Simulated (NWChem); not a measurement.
Species: GeBr cation, singlet

```xyz
2

Ge     0.0000     0.0000    -1.1674
Br     0.0000     0.0000     1.0676
```
Atoms are numbered in this order, from 1.

Program: NWChem. Low-valent species are run as closed-shell singlets; no triplet was tried in these runs. The geometry was optimised at B3LYP/6-31G* (spherical d). Vertical excitations in the gas phase.

Question: Predict the results for PBE0/def2-SVP, TDA. Quantities: lowest excitation, singlet (eV); oscillator strength of that lowest state; lowest state with f > 0.02, singlet (eV); oscillator strength of that bright state; orbital gap (eV).

Answer: 
```
Property                                  Value
----------------------------------------  -----
lowest excitation, singlet (eV)            4.30
oscillator strength of that lowest state  0.000
lowest state with f > 0.02, singlet (eV)   4.86
oscillator strength of that bright state  0.030
orbital gap (eV)                           5.91
```
